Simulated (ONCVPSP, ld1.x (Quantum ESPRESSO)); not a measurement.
## Potentials for beryllium compared

Generated with ld1.x 7.5 (TM, RRKJ, ultrasoft, PAW), atompaw 4.2 or ONCVPSP 4.0.1. The cutoff is in Ry: for ld1.x and atompaw files where the sum of valence levels is converged to 10 mRy in a Bessel basis, for ONCV files where the hardest occupied wave has 1 mHa per electron of residual kinetic energy. The error is the largest all-electron minus pseudo excitation energy over each file’s own four to seven test configurations (ionisations up to +4, promotions, holes and added fractions of an electron), all of which were solved. The labels leave out finer settings (local radius, basis sizes, second energies), which also bear on the numbers. Spin-polarised tests are not counted. The rows are a selection from randomly drawn settings: files with unsolved tests, undetermined cutoffs or missed reference levels are left out.

```csv
potential,cutoff (Ry),largest error (meV),bound ghosts
"ONCV, Wu-Cohen, scalar-relativistic, rc 0.90/0.70/0.95 (spd), local smoothed, core correction no, reference 1s2 2s1, qcut 15.9/9.5/11.7, projectors 2/3/2",157,+1.8,none
"RRKJ, LDA (PZ), non-relativistic, rc 2.25/3.15 (sp), local s, core correction no, reference 2s1.5 2p0.5",8,-36,none
"ONCV, BLYP, non-relativistic, rc 0.50/0.40/0.55 (spd), local smoothed, core correction no, reference 1s2, qcut 25.8/20.2/18.3, projectors 2/2/1",415,+0.8,none
"ONCV, LDA (Perdew-Wang 92), scalar-relativistic, rc 0.70/0.65/0.55 (spd), local smoothed, core correction no, reference 1s2 2s2, qcut 13.6/14/19.8, projectors 2/2/1",305,+2.8,none
"ONCV, PBE, scalar-relativistic, rc 1.70/1.65/1.65 (spd), local p, core correction yes, reference 2s2, qcut 4.9/5.1/5.7, projectors 2/0/2",13,+20,none
"ONCV, LDA (Perdew-Zunger), scalar-relativistic, rc 1.75/1.65 (sp), local smoothed, core correction yes, reference 2s1, qcut 4.3/4, projectors 2/2",13,+14,none
```

(1) Fill in the row for Be: ONCV, PBE, scalar-relativistic, rc 0.65/0.55/0.65 (spd), local smoothed, core correction no, reference 1s2 2s1.75, qcut 19.4/17.2/13, projectors 3/2/2.

Answers

(1) cutoff 260 Ry, largest error +449 meV, bound ghosts: none.
